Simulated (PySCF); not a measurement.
CH6CdSi. Atoms are numbered in the order given.

```xyz
9

Cd     0.0000     0.0000    -0.3280
C      0.0000     0.0000    -2.4752
H     -0.8314    -0.6104    -2.8614
H      0.9443    -0.4148    -2.8614
H     -0.1129     1.0252    -2.8614
Si     0.0000     0.0000     2.2055
H      1.3524    -0.3135     2.7677
H     -0.9477    -1.0145     2.7677
H     -0.4047     1.3279     2.7677
```
Charge 0, spin multiplicity 1.

Geometry: B3LYP-D3(BJ)/def2-SVP. The structure was generated by enumeration; whether it is a known compound was not checked. The def2 effective core potentials stand for the cores of Cd; spin–orbit coupling is left out.

Method: r2SCAN/def2-TZVPD in PySCF.

Mulliken values depend strongly on the basis, most of all with diffuse functions as here. ESP charges are fitted to the potential on shells at 1.4 to 2.0 van der Waals radii. Atomic charges (e):

| atom | ESP fit | Mulliken |
|---|---|---|
| Cd1 | 0.53 | 0.42 |
| C2 | -0.73 | -0.78 |
| H3 | 0.15 | 0.17 |
| H4 | 0.15 | 0.17 |
| H5 | 0.15 | 0.17 |
| Si6 | -0.31 | -0.01 |
| H7 | 0.02 | -0.05 |
| H8 | 0.02 | -0.05 |
| H9 | 0.02 | -0.05 |
